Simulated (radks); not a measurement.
Question: Species: Os LIX. Configuration: [Ar]. Method: scalar-relativistic Kohn-Sham, BLYP, spin-polarised, spherical densities, finite nucleus; Fermi nuclear charge, rms radius 5.4126 fm; computed with a radial shooting solver on a logarithmic mesh with Libxc functionals. Some entries of the table are withheld. Estimate them.

orbital,occ.,eigenvalue (eV),r(max) (bohr)
1s,2,(1),0.01103
2s,2,-17088.51,0.06316
2p,6,(2),0.05195
3s,2,-6661.280,0.1714
3p,6,-6178.050,(3)

Answer: 
(1) 1s eigenvalue (eV): -78188.64
(2) 2p eigenvalue (eV): -15452.65
(3) 3p r(max) (bohr): 0.1683
